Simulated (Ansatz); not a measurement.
Start from `N[Si](N)(N)O` and change one atom or group to get `N[Si](N)(O)[SiH3]`.

Ansatz, PBE0-D4/def2-TZVP geometries, multiplicity 1. Each molecule was computed in one conformer, which needn't be the lowest.

| property | `N[Si](N)(N)O` |
| --- | --- |
| HOMO energy (ωB97M-V/def2-TZVPP) / eV | -9.21 |
| HOMO–LUMO gap (ωB97M-V/def2-TZVPP) / eV | 11.36 |
| HOMO energy (PBE/def2-TZVPP) / eV | -5.35 |
| LUMO energy (PBE/def2-TZVPP) / eV | -0.05 |
| HOMO–LUMO gap (PBE0/def2-TZVPP) / eV | 7.59 |
| HOMO energy (PBE0/def2-TZVPP) / eV | -6.82 |

**Question.** What does the change do to each property? (An estimate is asked.)

**Answer.** Computed: 
```tsv
property	`N[Si](N)(O)[SiH3]`	shift
HOMO energy (ωB97M-V/def2-TZVPP) / eV	-9.32	-0.11
HOMO–LUMO gap (ωB97M-V/def2-TZVPP) / eV	11.39	0.03
HOMO energy (PBE/def2-TZVPP) / eV	-5.88	-0.53
LUMO energy (PBE/def2-TZVPP) / eV	-0.27	-0.22
HOMO–LUMO gap (PBE0/def2-TZVPP) / eV	7.72	0.13
HOMO energy (PBE0/def2-TZVPP) / eV	-7.16	-0.34
```

With PBE0 the HOMO falls by 0.34 eV and the LUMO falls by 0.21 eV, so the gap widens by about 0.13 eV. PBE moves the HOMO by -0.53 eV and ωB97M-V by -0.11 eV.
